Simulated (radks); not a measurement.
Problem. Species: Pt XLII. Configuration: [Kr] 4d1 (the NIST ground configuration). All-electron calculation, Dirac Kohn-Sham, PBE, spin-unpolarised, spherical densities, point nucleus; open shells are shared between the two j in proportion to 2j + 1. Program: a radial shooting solver on a logarithmic mesh with Libxc functionals.

Spin-orbit splittings of the eigenvalues, e(l+1/2) - e(l-1/2), with zeta = 2 splitting/(2l+1) and mean radii in bohr:

shell  occ.  splitting (eV)  zeta (eV)  <r> j=l-1/2  <r> j=l+1/2
2p        6               ?          ?      0.05903      0.06744
3p        6           391.3      260.8       0.1746       0.1892
3d       10           85.02      34.01       0.1646       0.1691
4p        6           123.6      82.43       0.3712       0.3931
4d        1           26.50      10.60       0.3812       0.3873
5p        0           53.32      35.55       0.6469       0.6754

Estimate the 2p splitting.

Solution. 1730 eV (zeta = 1154 eV).
